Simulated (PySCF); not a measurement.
Isomers C5H8N2O:

A. SMILES COc1c[nH]nc1C
B. SMILES CCc1nnc(C)o1
C. SMILES C(N=C)(=C)NC(C)=O
D. `InChI=1S/C5H8N2O/c1-4(2)5-7-6-3-8-5/h3-4H,1-2H3`

Spectrum 1. 1H NMR (500 MHz, computed): δ 2.94 (q, 2H), 2.60 (s, 3H), 1.32 (t, 3H). 13C{1H} NMR (computed): δ 175.0 (C), 169.7 (C), 24.2 (CH2), 16.5 (CH3), 13.6 (CH3).

Spectrum 2. 1H NMR (500 MHz, computed): δ 8.65 (br s, 1H), 6.80 (s, 1H), 3.84 (s, 3H), 2.39 (s, 3H). 13C{1H} NMR (computed): δ 152.9 (C), 140.6 (C), 111.1 (CH), 58.7 (CH3), 13.5 (CH3).

Spectrum 3. 1H NMR (500 MHz, computed): δ 8.09 (s, 1H), 3.10 (sept, 1H), 1.52 (d, 6H). 13C{1H} NMR (computed): δ 179.9 (C), 156.5 (CH), 30.7 (CH), 25.2 (CH3).

Spectrum 4. 1H NMR (500 MHz, computed): δ 7.99 (d, 1H), 7.14 (d, 1H), 6.44 (br, 1H), 5.94 (br s, 1H), 4.55 (br s, 1H), 2.04 (s, 3H). 13C{1H} NMR (computed): δ 168.9 (C), 154.9 (C), 153.8 (CH2), 85.5 (CH2), 26.4 (CH3).

[PySCF 2.14.0 with density-fitted response routines: geometry: GFN2-xTB; σ from GIAO-PBE0/pcSseg-1; one conformer; gas phase; rapidly exchanging positions averaged; no relativistic terms]

Shifts are taken against calculated references (same method and geometry level): 1H (σref 31.72), 13C (σref 186.93) against TMS. Where no couplings were computed, multiplicities follow the n + 1 count of equivalent neighbours, and m marks all less simple cases (inequivalent or close neighbours, rings, F or P nearby). Acid and N–H amide carbonyl carbons lie up to 10 ppm further downfield in solution (hydrogen bonding). Shifts are as computed. Against solution values, carbons near 30 ppm lie about +3 ppm off and those near 130 ppm about +5 ppm. Of 1211 compounds with measured shifts, 218 miss one by over three times the rms of a fit or turn the order of signals round; such compounds aren't used in these exercises. OH and NH positions are gas-phase values without hydrogen bonding to other molecules.

Which spectrum belongs to which compound?

Results:

1–B, 2–A, 3–D, 4–C.

- Spectrum 1 (B): 5 13C signals; δC 24.2 is an sp3 CH2 on an aromatic ring; δC 16.5 is a methyl carbon.
- Spectrum 2 (A): 5 13C signals; δC 152.9 is an aromatic carbon bearing oxygen; δC 111.1 is an aromatic CH next to a ring nitrogen.
- Spectrum 3 (D): 4 13C signals; δC 30.7 is an sp3 CH on an aromatic ring; δC 25.2 is a methyl carbon.
- Spectrum 4 (C): 5 13C signals; δC 168.9 is an amide carbonyl carbon; δC 154.9 is an alkene carbon bearing nitrogen.
